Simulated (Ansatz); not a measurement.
Computed with Ansatz.

GeHI₃ (`[I][GeH]([I])[I]`) at its PBE0-D4/def2-TZVP geometry, where that method's forces vanish. The species carries charge 0 and has multiplicity 1. I takes the def2 core potential.

```csv
atom,x (Å),y (Å),z (Å)
I1,-0.637,-0.785,-2.229
Ge2,0.008,-0.150,0.102
I3,2.255,0.947,0.097
I4,-1.698,1.404,1.065
H5,0.072,-1.416,0.964
```

Problem. For each bond, give half the difference of the two atoms' forces along it (eV/Å; positive pushes the atoms apart) under PBE-D4, r2SCAN-D4, B3LYP-D4, ωB97M-V in def2-TZVPP. (Estimate.)

Solution. The calculation gave: 
| bond | length (Å) | PBE-D4 | r2SCAN-D4 | B3LYP-D4 | ωB97M-V |
| --- | --- | --- | --- | --- | --- |
| I1–Ge2 | 2.501 | 0.16 | 0.06 | 0.20 | -0.05 |
| Ge2–I3 | 2.501 | 0.16 | 0.06 | 0.20 | -0.05 |
| Ge2–I4 | 2.501 | 0.16 | 0.06 | 0.20 | -0.05 |
| Ge2–H5 | 1.533 | 0.08 | -0.06 | -0.11 | -0.11 |

B3LYP here is the variant with VWN-RPA as its local correlation; programs differ in this.
